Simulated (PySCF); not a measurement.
A structure optimised at TPSSh-D3(BJ)/def2-SVP, used in a PySCF frequency run:

```xyz
8

O     -1.1614    -1.0310    -0.5537
Si     0.0000     0.0000    -0.0207
O      1.4735    -0.4903    -0.5537
O     -0.3121     1.5213    -0.5537
F      0.0000     0.0000     1.6052
H     -1.0820    -1.9575    -0.2888
H      2.2362     0.0417    -0.2888
H     -1.1542     1.9158    -0.2888
```
Charge 0, spin multiplicity 1.

Question: Write its SMILES, formula and point group.

Answer: O[Si](O)(O)F, FH₃O₃Si, C3

Question: What are its rotational constants (standard atomic weights)?

Answer: 3.9082, 3.9082, 3.8613 GHz
